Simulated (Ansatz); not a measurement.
Basis-set extrapolation for `O[SiH2]N[SiH](F)F` (PBE0-D4/def2-TZVP geometry, frozen core, Ansatz). Multiplicity 1, RHF reference.

```tsv
	def2-TZVPP	def2-QZVPP
HF	-909.412913	-909.448535
MP2 correlation	-1.185013	-1.288342
CCSD(T) correlation	-1.253587	not run
```

Energies in hartree. Use E(X) = E(∞) + A·exp(−7.88·√X) for Hartree–Fock and E(X) = E(∞) + B·X^(−2.97) for correlation, with X = 3 and 4, and add CCSD(T) minus MP2 of the smaller set to the MP2 limit.

Task: What is the CCSD(T) energy at the basis-set limit?

Result: HF limit: -909.448535 + (-0.035622) × 0.13774 = -909.45344. MP2 limit: -1.288342 + (-0.103329) × 0.74074 = -1.36488. Higher-order term: -1.253587 − (-1.185013) = -0.06857. Total: -910.88689 hartree, 6.00 eV below CCSD(T)/def2-TZVPP.
